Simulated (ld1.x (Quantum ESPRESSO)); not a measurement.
## Ce, PAW: configuration errors across variants

Ce, PAW, made with ld1.x (Quantum ESPRESSO) 7.5 (LDA (PZ), scalar-relativistic). Core [Kr] 4d10, reference 4f1 5s2 5p6 5d1 6s1 6p0 (charge +1). Waves: 5s (bound): rcut 2.15, rcutus 2.65 bohr; 6s (bound): rcut 2.15, rcutus 2.65 bohr; 5p (bound): rcut 2.65, rcutus 3.45 bohr; 6p (bound, empty): rcut 2.65, rcutus 3.45 bohr; 5d (bound): rcut 2.55, rcutus 3.55 bohr; 5d channel at -0.05 Ry: rcut 2.55, rcutus 3.55 bohr; 4f (bound): rcut 1.45, rcutus 1.70 bohr; 4f channel at -0.3 Ry: rcut 1.45, rcutus 1.70 bohr. Local part: all-electron potential smoothed inside 2.35 bohr (lloc = -1). Core correction: Bessel-smoothed model core, default radius (core density twice the valence density). Augmentation charge: BESSEL, radius 1.40 bohr.

All-electron excitation energies from the reference (eV): (1) 4f1 5s2 5p6 5d1 6s2 6p0 -6.270; (2) 4f1 5s2 5p6 5d1 6s0 6p0 11.346; (3) 4f1 5s2 5p6 5d0 6s0 6p0 30.684.

The overlap operator is not positive definite (basis up to 400 Ry) in “base”, “waves 4f (bound): rcut 1.02, rcutus 1.08 bohr; 4f channel at -0.3 Ry: rcut 1.02, rcutus 1.08 bohr”, “waves 4f (bound): rcut 1.18, rcutus 1.26 bohr; 4f channel at -0.3 Ry: rcut 1.18, rcutus 1.26 bohr”, “waves 4f (bound): rcut 1.38, rcutus 1.46 bohr; 4f channel at -0.3 Ry: rcut 1.38, rcutus 1.46 bohr”, “waves 4f (bound): rcut 1.45, rcutus 1.68 bohr; 4f channel at -0.3 Ry: rcut 1.45, rcutus 1.68 bohr”, “waves 4f (bound): rcut 1.45, rcutus 1.84 bohr; 4f channel at -0.3 Ry: rcut 1.45, rcutus 1.84 bohr”, “waves 4f (bound): rcut 1.45, rcutus 2.00 bohr; 4f channel at -0.3 Ry: rcut 1.45, rcutus 2.00 bohr”, “waves 4f (bound): rcut 1.45, rcutus 2.18 bohr; 4f channel at -0.3 Ry: rcut 1.45, rcutus 2.18 bohr”, “waves 4f (bound): rcut 1.45, rcutus 2.58 bohr; 4f channel at -0.3 Ry: rcut 1.45, rcutus 2.58 bohr”. Such files are unfit for use, however small their errors in these radial tests.

Tests that are not counted but printed errors over 1 eV. “waves 4f (bound): rcut 1.45, rcutus 2.58 bohr; 4f channel at -0.3 Ry: rcut 1.45, rcutus 2.58 bohr”: 4f2 5s2 5p6 5d1 6s0 6p0 (solver errors, printed error -871 eV).

Errors AE − PS in meV (a dash: test not solved or not reliable):

```csv
change,(1),(2),(3),bound ghosts
base,+2.4,+1.0,-5.4,not determined (overlap not positive)
"waves 4f (bound): rcut 1.02, rcutus 1.08 bohr; 4f channel at -0.3 Ry: rcut 1.02, rcutus 1.08 bohr",+2.5,+1.0,-5.5,not determined (overlap not positive)
"waves 4f (bound): rcut 1.18, rcutus 1.26 bohr; 4f channel at -0.3 Ry: rcut 1.18, rcutus 1.26 bohr",+2.4,+1.0,-5.5,not determined (overlap not positive)
"waves 4f (bound): rcut 1.38, rcutus 1.46 bohr; 4f channel at -0.3 Ry: rcut 1.38, rcutus 1.46 bohr",+2.4,+1.0,-5.4,not determined (overlap not positive)
"waves 4f (bound): rcut 1.45, rcutus 1.68 bohr; 4f channel at -0.3 Ry: rcut 1.45, rcutus 1.68 bohr",+2.4,+1.0,-5.4,not determined (overlap not positive)
"waves 4f (bound): rcut 1.45, rcutus 1.84 bohr; 4f channel at -0.3 Ry: rcut 1.45, rcutus 1.84 bohr",+2.5,+1.0,-5.4,not determined (overlap not positive)
"waves 4f (bound): rcut 1.45, rcutus 2.00 bohr; 4f channel at -0.3 Ry: rcut 1.45, rcutus 2.00 bohr",+2.4,+1.0,-5.5,not determined (overlap not positive)
"waves 4f (bound): rcut 1.45, rcutus 2.18 bohr; 4f channel at -0.3 Ry: rcut 1.45, rcutus 2.18 bohr",+2.4,+1.0,-5.6,not determined (overlap not positive)
"waves 4f (bound): rcut 1.45, rcutus 2.58 bohr; 4f channel at -0.3 Ry: rcut 1.45, rcutus 2.58 bohr",+2.4,+1.1,-5.4,not determined (overlap not positive)
```

Q: Give the same row for: waves 4f (bound): rcut 1.45, rcutus 2.42 bohr; 4f channel at -0.3 Ry: rcut 1.45, rcutus 2.42 bohr.

A: +2.4, +1.0, -5.9; bound ghosts: not determined (overlap not positive). Its overlap operator is not positive definite in a basis up to 400 Ry (lowest eigenvalue d -0.90), so the file is unfit for use: the generalised eigenproblem breaks down once the basis is large enough, and its test numbers describe a broken file.
